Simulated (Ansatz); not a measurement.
Ansatz (an electronic-structure program) input (BHLYP/def2-TZVPD):

Ansatz 0.2 input:
```yaml
crystal:
  periodic: [false, false, false]
  atoms:
    - {symbol: Cr, position_ang: [-0.09391776, 0.08050654, 0.11636021]}
    - {symbol: O, position_ang: [-0.96814615, -1.19137670, -0.20500178]}
    - {symbol: O, position_ang: [0.00218294, 1.14757861, -1.04008159]}
    - {symbol: O, position_ang: [1.24771648, -0.19772152, 0.89600275]}
basis:
  gaussian:
    orbitals: def2-TZVPD
hamiltonian:
  xc: {name: BHLYP}
total_charge: 1
magnetization: {spin_polarized: true, initial_magnetization: 1}
```

Output:

```
Functional definition: BHLYP
integrals: 0.09 GiB planned
1174 factors; their error is unknown
mean field: 1.04 GiB planned
mean field evaluation 1: about -34523.2327 eV, gradient 8.7e1 eV
mean field evaluation 2: about -34152.6794 eV, gradient 3.9e2 eV
mean field evaluation 4: about -34544.4522 eV, gradient 1.5e1 eV
mean field evaluation 8: about -34545.1689 eV, gradient 8.1e-1 eV
mean field evaluation 16: about -34545.9555 eV, gradient 2.9e0 eV
mean field evaluation 32: about -34464.0445 eV, gradient 1.0e2 eV
mean field evaluation 64: about -34489.2955 eV, gradient 7.9e1 eV
mean field evaluation 96: about -34499.6524 eV, gradient 8.7e1 eV
mean field evaluation 128: about -34545.5704 eV, gradient 3.6e-2 eV
mean field evaluation 160: about -34544.6597 eV, gradient 1.0e0 eV
mean field evaluation 192: about -34544.9700 eV, gradient 1.1e-4 eV
mean field evaluation 224: about -34544.0789 eV, gradient 5.6e0 eV
mean field evaluation 256: about -34545.3530 eV, gradient 1.4e0 eV
mean field evaluation 288: about -34545.5036 eV, gradient 2.0e-1 eV
mean field evaluation 320: about -34545.7184 eV, gradient 4.5e-5 eV
mean field evaluation 352: about -34546.2602 eV, gradient 4.2e-1 eV
mean field evaluation 384: about -34545.7184 eV, gradient 1.2e-3 eV
mean field -34546.28448408 eV, -1269.5525384772 hartree, gradient 7.2e-6 eV, S^2 2.027307; 16 other end points of the search recorded, 0 dependent functions left out
reference -34546.28464442 eV, -1269.5525443695 hartree; 24, 23 occupied and 144, 145 virtual orbitals, 1174 factors
Total energy: -34546.28464442 eV, -1269.5525443695 hartree
```

This state (charge 1, doublet) is run at the relaxed geometry of the species with charge 0 and multiplicity 1.

The determinant is spin-contaminated: <S^2> is 2.03 against 0.75 for a pure state.
